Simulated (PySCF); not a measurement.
Compound: C7H9B.
Cartesian coordinates in Å at the GFN2-xTB level; atoms count from 1:
```
atom  x, y, z in Å
C1     1.0847    2.9236    0.2340
C2     0.8909    1.7502    0.0736
C3     0.6293    0.3632   -0.1049
C4     1.6277   -0.4128   -0.4731
C5     2.5799   -1.2061   -0.8323
B6    -0.8073   -0.1944    0.1381
C7    -1.1098   -1.7320   -0.0346
C8    -1.9349    0.8079    0.5950
H9     1.2573    3.9493    0.3695
H10    3.2099   -1.7034   -0.1113
H11    2.7967   -1.4041   -1.8704
H12   -1.2923   -2.1774    0.9439
H13   -0.3058   -2.2972   -0.5003
H14   -2.0187   -1.9001   -0.6102
H15   -1.7141    1.1849    1.5944
H16   -1.9697    1.6891   -0.0445
H17   -2.9305    0.3713    0.6232
```

Vertical excitations from PySCF (density fitting, frozen core in the response, grid level 2 and gas phase unless stated; continuum runs use non-equilibrium linear response for the excitations) on a GFN2-xTB geometry. Reference run:

```csv
settings,"S1, eV (f)","S2, eV (f)","S3, eV (f)","S4, eV (f)","S5, eV (f)","S6, eV (f)","T1, eV (Tamm–Dancoff)",mean α (au)
"CAM-B3LYP/def2-SVPD, full TDDFT, 8 singlets",4.89 (0.000),5.21 (0.234),5.31 (0.001),5.84 (0.000),6.04 (0.000),6.44 (0.068),3.43,100.1
```

**Question.** What do these settings give: OLYP/def2-SVP, IEF-PCM methanol, grid level 4, energy threshold 1e-11 Eh, TDA, 6 singlets?

**Answer.** 
```json
{"settings": "OLYP/def2-SVP, IEF-PCM methanol, grid level 4, energy threshold 1e-11 Eh, TDA, 6 singlets", "S1, eV (f)": "4.32 (0.000)", "S2, eV (f)": "4.45 (0.003)", "S3, eV (f)": "4.52 (0.159)", "S4, eV (f)": "5.08 (0.000)", "S5, eV (f)": "5.48 (0.001)", "S6, eV (f)": "5.94 (0.031)", "T1, eV (Tamm–Dancoff)": "3.24", "mean α (au)": "120.8"}
```

S1 moves by -0.57 eV; functional, basis, environment and response scheme change together, so the shift can't be laid on one. States are counted by energy in each run and needn't keep their character from row to row.

**Question.** Which orbital pairs make up S1 in each run, and how does it sit against the orbital gap?

**Answer.** 
```tsv
settings	S1 configurations (weight)	S1 (eV)	orbital gap (eV)	S1 − gap (eV)
CAM-B3LYP/def2-SVPD, full TDDFT, 8 singlets	H−2→L 0.87, H−1→L 0.09	4.89	7.87	-2.98
OLYP/def2-SVP, IEF-PCM methanol, grid level 4, energy threshold 1e-11 Eh, TDA, 6 singlets	H−1→L 0.93	4.32	3.72	+0.60
```

Geometry: GFN2-xTB; no vibrations or thermal averaging.
